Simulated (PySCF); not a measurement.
PySCF input for Cd(Br)(SMe) (CH3BrCdS), SMILES C[S][Cd][Br], IEF-PCM-M06-2X/def2-SVP. Coordinates come from a B3LYP-D3(BJ)/def2-SVP optimisation. The structure was generated by enumeration; whether it is a known compound was not checked. The def2 effective core potentials stand for the cores of Cd; spin–orbit coupling is left out. Other conformers were not sampled.

```python
import numpy as np
from pyscf import gto, scf, dft
from pyscf.solvent import pcm

mol = gto.M(
    atom='''
    Cd    0.18187520   -0.18231014   -0.00000000
    Br   -0.16982314    2.23227120    0.00000000
    S     0.54834505   -2.51503716   -0.00000000
    C    -1.17195699   -3.18136720    0.00000000
    H    -1.73017841   -2.88696003    0.89922651
    H    -1.06762181   -4.27588739    0.00000000
    H    -1.73017842   -2.88696003   -0.89922651
    ''',
    basis='def2-SVP',
    ecp={'Cd': 'def2-svp'},
    charge=0,
    spin=0,
    max_memory=1600,
    verbose=3,
)
mf = dft.RKS(mol, xc='m06-2x').density_fit(auxbasis='def2-universal-jkfit')
mf.grids.level = 4
mf.conv_tol = 1e-9
mf.max_cycle = 100
mf.kernel()
res = {}
for name, eps in {'water': 78.355, 'dimethylsulfoxide': 46.826, '1-octanol': 9.8629}.items():
    s = mf.PCM()
    s.with_solvent.method, s.with_solvent.eps, s.with_solvent.lebedev_order = 'IEF-PCM', eps, 29
    s.kernel(mf.make_rdm1())
    res[name] = (s.e_tot, eps, s.dip_moment(), s.mo_energy, s.converged)
    print(f'{name}: electrostatic solvation free energy {(s.e_tot - mf.e_tot) * 627.509474:.3f} kcal/mol')
```

Output:

```
converged SCF energy = -3179.53063134298

WARN: PCM is an experimental feature. It is still in testing.
Features and APIs may be changed in the future.

converged SCF energy = -3179.55810205302
Dipole moment(X, Y, Z, Debye): -1.42112, -1.96802,  0.00000
water: electrostatic solvation free energy -17.238 kcal/mol

WARN: PCM is an experimental feature. It is still in testing.
Features and APIs may be changed in the future.

converged SCF energy = -3179.55766944733
Dipole moment(X, Y, Z, Debye): -1.41569, -1.97013,  0.00000
dimethylsulfoxide: electrostatic solvation free energy -16.967 kcal/mol

WARN: PCM is an experimental feature. It is still in testing.
Features and APIs may be changed in the future.

converged SCF energy = -3179.55393008882
Dipole moment(X, Y, Z, Debye): -1.37084, -1.98325,  0.00000
1-octanol: electrostatic solvation free energy -14.620 kcal/mol
```

The run converged.

Cost: around 100 core-seconds (rough).
